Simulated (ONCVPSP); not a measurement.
Os (Z = 76): excitation energies, all-electron against ONCV

```json
{"Element": "osmium (Os)", "Generator": "ONCVPSP 4.0.1", "Type": "optimised norm-conserving Vanderbilt (ONCV)", "Functional": "Wu-Cohen", "Relativity": "fully relativistic", "Frozen core": "[Kr] 4d10 4f14", "Valence charge": "16", "Reference configuration": "5s2 5p6 5d6 6s1 (charge +1)", "Partial waves": "5s+6s: rc 1.70 bohr, ncon 4, nbas 7, qcut 7.9 1/bohr, 2 projectors; 5p: rc 1.50 bohr, ncon 4, nbas 7, qcut 7.7 1/bohr, 3 projectors, debl 3.2 Ha; 5d: rc 2.10 bohr, ncon 4, nbas 7, qcut 7.5 1/bohr, 2 projectors, debl 2.7 Ha; f scattering state at 0.3 Ha: rc 1.70 bohr, ncon 4, nbas 8, qcut 6.6 1/bohr, 2 projectors, debl 0.7 Ha", "Local potential": "polynomial inside 1.25 bohr (lpopt 4, dvloc0 -1 Ha)", "Core correction": "polynomial model core, fcfact 0.3"}
```

Open shells are filled in proportion to 2j + 1.

Energies are relative to the spin-unpolarised reference configuration 5s2 5p6 5d6 6s1; without spin polarisation the order of configurations can differ from experiment.

```
valence configuration  charge  ΔE all-electron (eV)  error AE − PS (meV)
      5s2 5p6 5d6 6s0      +2                16.954                 -2.6
      5s2 5p6 5d5 6s0      +3                45.834                 -6.2
```

What are ΔE and the potential's error for 5s2 5p6 5d6 6s2?

ΔE = -9.647 eV all-electron; the error (AE − PS) is -1.5 meV.

What are ΔE and the potential's error for 5s2 5p6 5d6 6s1 6p1?

ΔE = -4.538 eV all-electron; the error (AE − PS) is -0.2 meV.

Levels in the configuration 5s2 5p6 5d6 6s0:

| level | all-electron (eV) | pseudo (eV) |
| --- | --- | --- |
| 5s j=1/2 | -108.528 | -108.575 |
| 5p j=3/2 | -64.657 | -64.668 |
| 5p j=1/2 | -76.916 | -76.939 |
| 5d j=5/2 | -22.502 | -22.500 |
| 5d j=3/2 | -23.648 | -23.647 |

Note: ghosts flagged at negative energy: f7/2 at -504.1 eV, f5/2 at -718.3 eV; GHOST(+) flags only above 600 eV. A true bound ghost makes a file unfit for plane-wave use.
